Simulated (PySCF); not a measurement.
C₂H₆N₂OSi, SMILES C(=O)=N[Si@H](N)C.

The structure is a stationary point at B3LYP-D3(BJ)/def2-SVP. The structure was generated by enumeration; whether it is a known compound was not checked. The values are those of a single conformer.

Two levels are set side by side: TDDFT-PBE/def2-SVPD (PySCF) and TDDFT-M06-2X/def2-SVPD (PySCF). Vertical, same geometry. The lowest singlet is HOMO→LUMO 91 % with PBE and HOMO→LUMO 28 %, HOMO−1→LUMO+4 11 %, HOMO−1→LUMO+1 9 %, HOMO−1→LUMO+5 7 % with the other functional; states are paired by order. Differences are taken from unrounded values.

```csv
quantity,TDDFT-PBE
lowest singlet excitation (eV),6.02
lowest triplet excitation (TDA) (eV),5.70
first bright state (f over 0.05) (eV),6.02
its oscillator strength,0.05
```

### Question
These are the TDDFT-PBE values. What does TDDFT-M06-2X give? (The exact figures need the calculation; the answer reports its results.)

### Answer

```
quantity                               TDDFT-M06-2X  TDDFT-PBE minus TDDFT-M06-2X
-------------------------------------  ------------  ----------------------------
lowest singlet excitation (eV)                 6.88                         -0.87
lowest triplet excitation (TDA) (eV)           6.52                         -0.82
first bright state (f over 0.05) (eV)          8.49                         -2.47
its oscillator strength                        0.13                         -0.08
```

A lower first singlet is the usual sign of a functional without exact exchange. Differences between two approximate levels are no errors against the true value.

Rough cost on one machine, each run with all the roots and properties that it gave: TDDFT-M06-2X against TDDFT-PBE about 10 times.
